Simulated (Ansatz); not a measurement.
Start from `N[CH](O)[GeH2][F]` and change one atom or group to get `NC(O)O[SiH3]`.

Ansatz, PBE0-D4/def2-TZVP geometries, multiplicity 1. Each molecule was computed in one conformer, which needn't be the lowest.

Scalar relativity is left out up to krypton.

```json
{"property": "HOMO energy (PBE/def2-TZVPP) / eV", "`N[CH](O)[GeH2][F]`": "-5.77"}
{"property": "LUMO energy (B3LYP/def2-TZVPP) / eV", "`N[CH](O)[GeH2][F]`": "-0.07"}
{"property": "HOMO–LUMO gap (B3LYP/def2-TZVPP) / eV", "`N[CH](O)[GeH2][F]`": "6.85"}
{"property": "HOMO–LUMO gap (PBE/def2-TZVPP) / eV", "`N[CH](O)[GeH2][F]`": "5.09"}
{"property": "HOMO energy (ωB97M-V/def2-TZVPP) / eV", "`N[CH](O)[GeH2][F]`": "-9.37"}
{"property": "HOMO–LUMO gap (PBE0/def2-TZVPP) / eV", "`N[CH](O)[GeH2][F]`": "7.32"}
```

Task: Give the same properties after the change, and the shifts. (Best estimate.)

Result: Computed: 
```json
{"property": "HOMO energy (PBE/def2-TZVPP) / eV", "`NC(O)O[SiH3]`": "-6.40", "shift": "-0.63"}
{"property": "LUMO energy (B3LYP/def2-TZVPP) / eV", "`NC(O)O[SiH3]`": "0.28", "shift": "0.35"}
{"property": "HOMO–LUMO gap (B3LYP/def2-TZVPP) / eV", "`NC(O)O[SiH3]`": "7.97", "shift": "1.12"}
{"property": "HOMO–LUMO gap (PBE/def2-TZVPP) / eV", "`NC(O)O[SiH3]`": "6.08", "shift": "0.99"}
{"property": "HOMO energy (ωB97M-V/def2-TZVPP) / eV", "`NC(O)O[SiH3]`": "-10.38", "shift": "-1.01"}
{"property": "HOMO–LUMO gap (PBE0/def2-TZVPP) / eV", "`NC(O)O[SiH3]`": "8.49", "shift": "1.17"}
```

With PBE0 the HOMO falls by 0.83 eV and the LUMO rises by 0.33 eV, so the gap widens by about 1.16 eV. PBE moves the HOMO by -0.63 eV and ωB97M-V by -1.01 eV.

B3LYP here is the variant with VWN-RPA as its local correlation; programs differ in this.
